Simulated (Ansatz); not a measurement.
C₂H₇O₂ (SMILES OCC[OH2+]), charge +1, singlet, geometry from GFN2-xTB, atoms displaced at random by about 0.08 Å a coordinate; R2SCAN/STO-3G, gradient (Ansatz, a first-principles code).

Ansatz was given this input:
Ansatz 0.2 input:
```yaml
crystal:
  periodic: [false, false, false]
  atoms:
    - {symbol: O, position_ang: [0.80960965, -0.24967522, -0.90566045]}
    - {symbol: C, position_ang: [0.59022428, 0.83911247, -0.17070699]}
    - {symbol: C, position_ang: [-0.83801997, 0.48672996, 0.36966488]}
    - {symbol: O, position_ang: [-0.80444333, -0.88677680, 0.66578856]}
    - {symbol: H, position_ang: [1.85900366, -0.35955985, -1.04065357]}
    - {symbol: H, position_ang: [1.27573555, 0.94035663, 0.79309621]}
    - {symbol: H, position_ang: [0.66139473, 1.65172940, -0.84324012]}
    - {symbol: H, position_ang: [-0.99104203, 1.15046959, 1.21141931]}
    - {symbol: H, position_ang: [-1.51352126, 0.92849011, -0.26988737]}
    - {symbol: H, position_ang: [0.02663140, -1.06822633, -0.11408549]}
    - {symbol: H, position_ang: [-1.62746066, -1.30001572, 0.33627500]}
basis:
  gaussian:
    orbitals: STO-3G
hamiltonian:
  xc: r2scan
total_charge: 1
output: {forces: true}
```

What the program printed (banner, timings and long lists left out):

```
Functional definition: r2SCAN
390 factors; integrals over basis functions are off by at most 3.6e-5 eV
mean field evaluation 1: about -6188.5642 eV, gradient 1.8e1 eV
mean field evaluation 2: about -6188.3610 eV, gradient 2.2e1 eV
mean field evaluation 4: about -6189.6512 eV, gradient 9.4e-1 eV
mean field evaluation 8: about -6189.5488 eV, gradient 1.1e-2 eV
mean field -6189.54884573 eV, -227.4617246538 hartree, gradient 4.6e-6 eV, S^2 0.000000; 0 other end points of the search recorded, 0 dependent functions left out
the calculation of the forces begins
reference -6189.54885163 eV, -227.4617248706 hartree; 17, 17 occupied and 10, 10 virtual orbitals, 390 factors
Total energy: -6189.54885163 eV, -227.4617248706 hartree
Atom 0 at     0.809610    -0.249675    -0.905660 Å, force     3.263053    -7.907317    -3.254164 eV/Å
Atom 1 at     0.590224     0.839112    -0.170707 Å, force     0.214759     3.064430     6.480011 eV/Å
Atom 2 at    -0.838020     0.486730     0.369665 Å, force     1.802266     5.401882     1.821515 eV/Å
Atom 3 at    -0.804443    -0.886777     0.665789 Å, force     2.266261    -1.736989     0.233027 eV/Å
Atom 4 at     1.859004    -0.359560    -1.040654 Å, force    -2.267380    -0.316876     0.279169 eV/Å
Atom 5 at     1.275736     0.940357     0.793096 Å, force    -0.914009     0.109277    -2.129784 eV/Å
Atom 6 at     0.661395     1.651729    -0.843240 Å, force    -0.323707     2.857010    -0.568739 eV/Å
Atom 7 at    -0.991042     1.150470     1.211419 Å, force    -0.021520    -0.295292     1.801792 eV/Å
Atom 8 at    -1.513521     0.928490    -0.269887 Å, force    -3.124989    -0.192682    -3.170884 eV/Å
Atom 9 at     0.026631    -1.068226    -0.114085 Å, force     1.159233     0.155791    -0.760740 eV/Å
Atom 10 at    -1.627461    -1.300016     0.336275 Å, force    -2.053967    -1.139234    -0.731205 eV/Å
Dipole moment:    -0.058683    -0.265479    -0.095502 e Å
```
